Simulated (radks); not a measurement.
Results of a calculation; reference values are marked as such.
Trend from Mg+ to Ar+: ionisation energy by Delta-SCF between NIST ground configurations, and size. Code: a radial shooting solver on a logarithmic mesh with Libxc functionals. Model: Dirac Kohn-Sham, BLYP, spin-unpolarised, spherical densities, finite nucleus; open shells fill j = l - 1/2 first; Fermi nuclear charge, rms radius of each element as measured or else 0.836 A^(1/3) + 0.57 fm.

species  configuration  IE (eV)  NIST (eV)       kind  outermost  <r> outermost (bohr)
Mg+           [Ne] 3s1   15.215     15.035       exp.      3s1/2                  2.77
Al+           [Ne] 3s2   19.215     18.829       exp.      3s1/2                  2.37
Si+       [Ne] 3s2 3p1   15.917     16.346       exp.      3p1/2                  2.46
P+        [Ne] 3s2 3p2   19.047     19.769  semi-emp.      3p1/2                  2.14
S+        [Ne] 3s2 3p3   22.081     23.338       exp.      3p3/2                  1.90
Cl+       [Ne] 3s2 3p4   25.229     23.814       exp.      3p3/2                  1.71
Ar+       [Ne] 3s2 3p5   28.427     27.630       exp.      3p3/2                  1.56

Reference values: NIST Atomic Spectra Database (exp. = measured, semi-emp. = semi-empirical, theory = theoretical value adopted there). Spin polarisation and multiplet splitting are left out, so open shells lie too high by an amount that depends on their filling.

Beside tabulated values, note that spin-unpolarised runs miss the spin-polarisation part of the exchange energy of open shells.
